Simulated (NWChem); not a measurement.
SiH$_{4}$SeO$_{2}$; SMILES O[Se]O[SiH3]

```xyz
8

Se     0.2656    -0.8816     0.3908
O     -1.3739    -1.3459    -0.2372
H     -2.0229    -0.8730     0.3245
O      0.6014     0.6651    -0.5466
Si    -0.0754     2.0808     0.1212
H     -1.5596     1.9124     0.3232
H      0.1822     3.1658    -0.8825
H      0.5593     2.4266     1.4401
```
Atoms are numbered in this order, from 1.

Level: PBE-D3(BJ)/def2-SVP (NWChem), optimised geometry, unscaled harmonic frequencies. This build's default masses of Se (78.918 u) and Br (79.917 u) are each other's, which moves their modes by up to 0.6 %.

| frequency (cm⁻¹) | IR intensity (km/mol) |
|---|---|
| 80 | 0.3 |
| 116 | 0.1 |
| 141 | 0.1 |
| 258 | 4.7 |
| 475 | 56.5 |
| 536 | 77.7 |
| 636 | 59.7 |
| 683 | 49.7 |
| 698 | 72.8 |
| 829 | 213.5 |
| 899 | 60.5 |
| 909 | 100.1 |
| 945 | 182.8 |
| 1059 | 48.0 |
| 2148 | 85.9 |
| 2168 | 108.6 |
| 2194 | 115.7 |
| 3651 | 57.0 |

- zero-point energy = 26.3 kcal/mol
- thermal correction to the enthalpy at 298.15 K (with zero-point energy) = 31.0 kcal/mol
- heat capacity Cv = 21.0 cal/(mol K)
- entropy at 298.15 K and 1 atm (symmetry number 1) = 82.1 cal/(mol K)
- dipole moment = 2.21 D

Rigid rotor and harmonic oscillator; modes under 100 cm⁻¹ make the entropy uncertain.
